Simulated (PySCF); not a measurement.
Record of a relaxation.

Species: C2H4Cl2O2Si.
Numbering: `[O:1]=[CH:2][O:3][Si@H:4]([Cl:5])[CH2:6][Cl:7]` (hydrogens: H8 on C2; H9 on Si4; H10, H11 on C6)

Computed by this run: PBE0-D3(BJ)/def2-SVP geometry optimisation, gas phase in PySCF 2.14.0; density fitting, grid level 1; the optimiser is geomeTRIC in internal coordinates, started from a GFN2-xTB structure with every atom displaced at random (about 0.01 Å). 6 of its 9 geometries are shown. The frame can shift and turn from step to step; on so coarse a grid that alone can change the energy by a few meV, and forces under 0.02 eV/Å are noise.

Step 0: E = -39125.5978 eV, largest atomic force 2.925 eV/Å
```
atom  x, y, z in Å  |  force x, y, z in eV/Å
O1      1.999    0.418    0.948   -0.375   0.273   0.739
C2      1.990   -0.079   -0.130    1.005  -0.168  -0.851
O3      0.972   -0.741   -0.678    2.269   0.331  -0.852
Si4    -0.501   -0.902   -0.035   -2.248   1.112   1.505
Cl5    -1.497   -1.788   -1.540   -0.593  -0.426  -0.423
C6     -1.245    0.835    0.353    0.421  -0.682  -0.584
Cl7    -1.108    1.856   -1.109    0.017   0.048  -0.070
H8      2.879   -0.062   -0.813   -0.372  -0.056   0.076
H9     -0.468   -1.705    1.197   -0.037  -0.291   0.115
H10    -2.294    0.808    0.645   -0.356  -0.163   0.060
H11    -0.689    1.333    1.147    0.269   0.023   0.283
```

Step 2: E = -39125.7920 eV, largest atomic force 0.531 eV/Å
```
atom  x, y, z in Å  |  force x, y, z in eV/Å
O1      1.893    0.392    0.993   -0.275  -0.080  -0.088
C2      1.975   -0.082   -0.106    0.418  -0.030  -0.067
O3      1.017   -0.745   -0.744   -0.464   0.007   0.258
Si4    -0.546   -0.876   -0.035    0.335   0.009  -0.169
Cl5    -1.671   -1.796   -1.477    0.016   0.027   0.004
C6     -1.192    0.846    0.317   -0.065   0.010   0.034
Cl7    -1.019    1.866   -1.138    0.010   0.002   0.001
H8      2.893   -0.039   -0.729    0.018   0.039  -0.012
H9     -0.486   -1.758    1.154   -0.005   0.037   0.036
H10    -2.251    0.835    0.614    0.009  -0.018  -0.009
H11    -0.600    1.297    1.126    0.004  -0.003   0.013
```

Step 3: E = -39125.7664 eV, largest atomic force 0.912 eV/Å
```
atom  x, y, z in Å  |  force x, y, z in eV/Å
O1      1.765    0.372    0.955    0.519   0.250   0.107
C2      1.970   -0.104   -0.129   -0.231  -0.104   0.235
O3      1.017   -0.761   -0.775    0.598  -0.079  -0.685
Si4    -0.502   -0.848   -0.046   -0.512  -0.102   0.456
Cl5    -1.633   -1.758   -1.479   -0.150  -0.140  -0.112
C6     -1.197    0.846    0.326    0.075  -0.095  -0.024
Cl7    -1.040    1.868   -1.119    0.013   0.199  -0.156
H8      2.936   -0.077   -0.689   -0.268   0.041   0.154
H9     -0.444   -1.691    1.176    0.017  -0.041  -0.086
H10    -2.254    0.804    0.619   -0.049  -0.034   0.022
H11    -0.607    1.289    1.137   -0.014   0.104   0.088
```

Step 5: E = -39125.8032 eV, largest atomic force 0.123 eV/Å
```
atom  x, y, z in Å  |  force x, y, z in eV/Å
O1      1.859    0.387    0.976   -0.005   0.043  -0.012
C2      1.985   -0.094   -0.116    0.014  -0.104   0.063
O3      1.022   -0.747   -0.758   -0.051   0.028  -0.015
Si4    -0.526   -0.862   -0.041    0.044   0.005  -0.017
Cl5    -1.654   -1.786   -1.479   -0.006  -0.004   0.004
C6     -1.203    0.847    0.319    0.024   0.006  -0.011
Cl7    -1.034    1.887   -1.122    0.001  -0.003   0.010
H8      2.921   -0.071   -0.709   -0.004   0.035  -0.021
H9     -0.465   -1.726    1.162    0.003   0.000   0.000
H10    -2.265    0.806    0.604   -0.005  -0.004  -0.007
H11    -0.628    1.299    1.140   -0.015  -0.003   0.006
```

Step 6: E = -39125.8028 eV, largest atomic force 0.175 eV/Å
```
atom  x, y, z in Å  |  force x, y, z in eV/Å
O1      1.857    0.398    0.974    0.005  -0.058   0.037
C2      1.987   -0.100   -0.110   -0.048   0.147  -0.081
O3      1.022   -0.750   -0.755   -0.035  -0.047   0.037
Si4    -0.527   -0.865   -0.041    0.052   0.007  -0.031
Cl5    -1.656   -1.790   -1.478    0.006   0.008   0.010
C6     -1.201    0.845    0.318   -0.004   0.016  -0.003
Cl7    -1.023    1.890   -1.119    0.001  -0.017   0.016
H8      2.916   -0.060   -0.713    0.033  -0.049   0.018
H9     -0.467   -1.730    1.160    0.001   0.003   0.009
H10    -2.265    0.804    0.596   -0.004   0.002  -0.011
H11    -0.633    1.297    1.145   -0.007  -0.013   0.000
```

Step 8: E = -39125.8039 eV, largest atomic force under 0.02 eV/Å
```
atom  x, y, z in Å  |  force x, y, z in eV/Å
O1      1.858    0.390    0.978   -0.002   0.001  -0.002
C2      1.986   -0.094   -0.113    0.003  -0.002   0.005
O3      1.023   -0.745   -0.758   -0.002   0.004  -0.007
Si4    -0.523   -0.863   -0.042    0.001  -0.002   0.004
Cl5    -1.651   -1.790   -1.477   -0.003  -0.002   0.001
C6     -1.205    0.844    0.317    0.004   0.002   0.000
Cl7    -1.024    1.891   -1.117    0.003   0.000   0.002
H8      2.921   -0.062   -0.709    0.000   0.002   0.000
H9     -0.461   -1.725    1.162    0.004   0.001   0.000
H10    -2.270    0.798    0.589   -0.002   0.000  -0.008
H11    -0.642    1.295    1.147   -0.006  -0.003   0.005
```

Q: Summarise the path.

A: The energy falls by 19.88 kJ/mol from step 0 to step 8; nine tenths of that is first reached at step 2. It rises by more than 0.2 meV at steps 3 and 6. The largest force goes from 2.925 to under 0.02 eV/Å. Among the bonds O3–Si4 changes most, from 1.616 to 1.708 Å; the atoms move by 0.086 Å rms after alignment.

Q: Follow the three bonds and two angles with the largest change from start to end.

A: 
| step | E above end (kJ/mol) | largest force (eV/Å) | O3–Si4 (Å) | Si4–C6 (Å) | Si4–Cl5 (Å) | C2–O3–Si4 (°) | Cl5–Si4–H9 (°) |
| --- | --- | --- | --- | --- | --- | --- | --- |
| 0 | 19.88 | 2.925 | 1.616 | 1.929 | 2.010 | 125.6 | 113.4 |
| 1 | 2.45 | 0.873 | 1.737 | 1.874 | 2.051 | 120.7 | 107.9 |
| 2 | 1.15 | 0.531 | 1.722 | 1.872 | 2.047 | 119.7 | 108.6 |
| 3 | 3.62 | 0.912 | 1.687 | 1.869 | 2.040 | 117.6 | 110.3 |
| 4 | 0.29 | 0.226 | 1.702 | 1.873 | 2.045 | 118.6 | 109.7 |
| 5 | 0.07 | 0.123 | 1.710 | 1.873 | 2.048 | 119.1 | 109.3 |
| 6 | 0.11 | 0.175 | 1.710 | 1.873 | 2.048 | 119.2 | 109.1 |
| 7 | 0.02 | 0.049 | 1.708 | 1.873 | 2.048 | 119.1 | 109.2 |
| 8 | 0.00 | under 0.02 | 1.708 | 1.873 | 2.048 | 119.1 | 109.2 |

What follows is the cost of the whole optimisation. Time: 74 s; peak memory 0.55 GiB. Hardware: Arm Neoverse V1, one thread, no GPU, on a shared host.
